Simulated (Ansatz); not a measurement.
A made-up structure of AlBSiNH5, singlet:

B1  (0.503, 1.732, -1.340)
Si2  (0.434, 0.973, 0.506)
N3  (-0.111, -0.500, 0.685)
Al4  (-0.729, -2.137, 0.759)
H5  (-0.440, 2.300, -1.803)
H6  (-0.059, 0.824, 1.829)
H7  (0.895, 1.815, 1.650)
H8  (-2.287, -2.375, 0.940)
H9  (0.280, -3.357, 0.643)
(Å)

It is relaxed with PBE-D4/def2-SVP and then PBE0-D4/def2-TZVP (Ansatz 0.2.0). Atoms count as bonded within 1.22 times the sum of their covalent radii (H–H: 0.88 Å). The end point is not checked to be a true minimum.

Does its bonding change? (A judgement: the text doesn't fix the answer.)

The calculation gives: Yes. Formed: N3–H6; broken: Si2–H6.

Where it ends: The first stage lowers the energy by 5.15 eV in 21 steps. It ends as AlBSiNH₅ ([BH][SiH][NH][AlH2]):
```tsv
atom	x (Å)	y (Å)	z (Å)
B1	0.0022	1.6708	-1.1250
Si2	0.0832	1.1885	0.6320
N3	0.3391	-0.4419	1.1195
Al4	-0.7238	-1.8495	0.8208
H5	-0.1489	1.9623	-2.2583
H6	1.2256	-0.6204	1.5750
H7	0.0062	2.2157	1.6946
H8	-2.1282	-1.5872	0.1516
H9	-0.1683	-3.2656	1.2592
```

Labels in which every atom is bracketed show which atoms are joined, not bond orders.

For scale, one of the runs: PBE0-D4/def2-TZVP relaxation, 166 basis functions, launched by `ansatz run in.yaml --threads 2 --pin off --events-out ev --progress --plain --max-ram 4352MiB`. Hardware: 2 CPU threads of an Intel Xeon 6975P-C, shared host. Wall time about 37 s.
